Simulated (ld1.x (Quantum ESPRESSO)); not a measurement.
# molybdenum: one change to a TM potential, before and after

molybdenum, norm-conserving Troullier–Martins (Kleinman–Bylander form), made with ld1.x (Quantum ESPRESSO) 7.5 (Wu–Cohen, scalar-relativistic). Core [Ar] 3d10, reference 4s2 4p6 4d4 5s0 5p0 (charge +2). Waves: 4s (bound): rc 1.20 bohr; 4p (bound): rc 2.10 bohr; 4d (bound): rc 2.45 bohr. Local part: all-electron potential smoothed inside 1.60 bohr (lloc = -1). Core correction: none.

All-electron outer shells of the reference configuration (Wu–Cohen, scalar-relativistic, ld1.x):

| shell | level (eV) | outermost node (bohr) | outermost maximum (bohr) |
| --- | --- | --- | --- |
| 3d | -239.62 | – | 0.32 |
| 4s | -82.73 | 0.51 | 0.99 |
| 4p | -56.73 | 0.52 | 1.06 |
| 4d | -20.81 | 0.53 | 1.35 |
| 5s | -17.59 | 1.32 | 2.59 |
| 5p | -12.53 | 1.49 | 3.12 |

Change: fully relativistic.

Cutoffs: the cutoffs (Ry, on a coarse ladder) from which the occupation-weighted sum of valence levels, in a spherical-Bessel basis at the reference potential, stays within 10 and 1 mRy of its value at 400 Ry; they do not see the model core or the augmentation charge, which bear on the density cutoff. Errors are all-electron minus pseudo energies relative to the spin-unpolarised reference configuration.

Problem. How do hardness, ghosts and transferability respond?

Solution. The potential gets neither clearly harder nor softer (90 Ry and 160 Ry → 90 Ry and 160 Ry); the s channel sets the loose cutoff, while the largest relative change is in p, which becomes harder; of the 7 tests that both files solve, the error grows in 0 and shrinks in 1 by more than 15 % and 0.3 meV (median size 35.4 → 36.4 meV); neither file shows a bound ghost.

```csv
quantity,base,changed
"cutoff, loose",90 Ry,90 Ry
"cutoff, tight",160 Ry,160 Ry
loose cutoff by channel (10 mRy a level),"s 80 Ry, p 21 Ry, d 30 Ry","s 80 Ry, p 25 Ry, d 30 Ry"
bound ghosts,none,none
"error for 4s2 4p6 4d5 5s1 5p0, meV [ΔE -22.34 eV]",-35,-36
"error for 4s2 4p6 4d5 5s0 5p0, meV [ΔE -15.45 eV]",+2.1,+2.2
"error for 4s2 4p6 4d3 5s0 5p0, meV [ΔE 26.73 eV]",+14,+15
"error for 4s1 4p6 4d5 5s1 5p0, meV [ΔE 47.86 → 47.85 eV]",-129,-109
"error for 4s2 4p6 4d5 5s0 5p1, meV [ΔE -19.11 eV]",+22,+20
"error for 4s2 4p5 4d5 5s1 5p0, meV [ΔE 21.62 → 21.67 eV]",-152,-133
"error for 4s2 4p6 4d4 5s2 5p0, meV [ΔE -22.18 eV]",-80,-83
s: phases at 2.63 bohr within 0.05 rad from the reference energy up to (Ry; the scan ends near 5),5.0,5.0
```
